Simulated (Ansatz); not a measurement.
# Match the barriers

Saddle point of SiH2BrCl3, closed shell (SiHCl₃ ([Cl][SiH]([Cl])[Cl]) + HBr → SiHBrCl₂ ([Cl][SiH]([Cl])[Br]) + HCl; bonds formed: Si1–Br7, Cl2–H6; bonds broken: Si1–Cl2, H6–Br7), PBE0-D4/def2-TZVP structure:

```tsv
atom	x (Å)	y (Å)	z (Å)
Si1	-0.5818	-0.0195	-0.2021
Cl2	1.4035	-1.2324	0.3127
Cl3	-1.2574	-1.7190	-1.1665
Cl4	-1.4021	0.0428	1.6509
H5	-1.1890	0.9671	-1.1051
H6	1.8235	0.1660	0.4132
Br7	1.2032	1.7950	0.0970
```

Computed with Ansatz 0.2.0 (basis: def2-TZVPP, with def2-QZVPP for the basis limit); correlated methods freeze the cores. Filled d shells of the heavier atoms are correlated. The def2 sets are not built for correlating such inner shells, so the correlated values are less sure here. Extrapolation: Hartree–Fock as exp(−7.88 √X), correlation as X^−2.97. Four methods, as single points on the PBE0-D4 structures, gave these electronic barriers from the start structure: 30.10, 34.53, 40.10, 60.54 kcal/mol.

Problem. The methods were, in alphabetical order, HF, MP2, PBE-D4, r2SCAN-D4. Which gave which? (A judgement: the text doesn't fix the answer.)

Solution. Computed: PBE-D4 30.10; r2SCAN-D4 34.53; MP2 40.10; HF 60.54 kcal/mol. For comparison, CCSD(T) at an estimated basis limit (MP2 extrapolated from triple and quadruple zeta, plus CCSD(T) − MP2 in triple zeta) gives 40.74 kcal/mol.

No T1 diagnostic of these runs exceeds 0.010.

Labels in which every atom is bracketed show which atoms are joined, not bond orders.

For scale, one of the runs: CCSD(T)/def2-TZVPP, 244 basis functions, launched by `ansatz run in.yaml --threads 8 --pin off --events-out ev --progress --plain --max-ram 19148MiB`. Hardware: 8 CPU threads of an Arm Neoverse V2, shared host. Wall time 100 s; peak host memory 4.5 GiB.
